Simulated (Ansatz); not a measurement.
This geometry of C₂H₃NSi (7 atoms, charge 0, multiplicity 1) is a first-order saddle point.

Computed with Ansatz, RKS PBE0/def2-SVP.

```xyz
7
Properties=species:S:1:pos:R:3
N -0.582 1.036 -0.387
C 0.029 -0.087 0.224
Si 0.545 -1.189 1.612
C 0.716 -1.152 -0.218
H -1.561 1.053 -0.093
H -0.194 1.874 0.051
H 1.047 -1.534 -1.190
```

Q: Which two structures does it join? (They come from a converged band through this point; their orientation in space is the band's.)

A: No bond is made or broken. The dihedral H5–N1–C2–C4 goes from 0 to 180°. The two ends are copies of one structure, up to a mirror image or an exchange of like atoms.

Image 0:

```xyz
7
Properties=species:S:1:pos:R:3
N -0.578 1.042 -0.071
C 0.106 -0.026 0.337
Si 1.007 -1.090 1.558
C 0.586 -1.191 -0.192
H -0.892 1.143 -1.029
H -0.803 1.789 0.572
H 0.574 -1.667 -1.176
```

Image 10:

```xyz
7
Properties=species:S:1:pos:R:3
N -0.578 1.042 -0.071
C 0.106 -0.026 0.338
Si 1.007 -1.090 1.558
C 0.586 -1.190 -0.192
H -0.804 1.788 0.572
H -0.890 1.143 -1.029
H 0.575 -1.667 -1.176
```

Q: How far does it lie above each of them?

A: 18.6 kcal/mol above the first and 18.6 kcal/mol above the second. This is the barrier of this one path; another mechanism may lie lower.

Time of the run: 110 s on 1 CPU thread of a shared host.
